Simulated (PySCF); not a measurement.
The scaffold BH2-X carries different groups X. All species are isolated molecules in the gas phase. One relaxed conformer stands for each flexible species; it need not be the lowest. Strings in code marks are SMILES.

The numbers are results of B3LYP-D3(BJ)/def2-TZVP // M06-2X/def2-TZVP in PySCF 2.14.0, not measurements. All candidates: neutral, multiplicity 1. B3LYP has the VWN-RPA correlation part, as in Gaussian. Delta-SCF ions had no search for a lower state. Excitations are Tamm–Dancoff values on a coarser integration grid. The basis has no diffuse functions, so Rydberg states are missing or too high.

```
Item                                      Result
--------------------------------------  --------
T1 excitation (TDA)                      6.03 eV
vertical ionisation energy (Delta-SCF)  11.40 eV
HOMO–LUMO gap                            8.39 eV
```

Q: Name which member has these values.
A) `BOC(C)=O` (B–O–C–O torsion 24°)
B) `BN`
C) `BCC`
D) `BB(O)O`

A: B, `BN`. The others give `BB(O)O`: 3.45 eV, 10.58 eV, 5.49 eV; `BOC(C)=O` (B–O–C–O torsion 24°): 4.78 eV, 10.69 eV, 6.62 eV; `BCC`: 5.12 eV, 11.14 eV, 7.08 eV
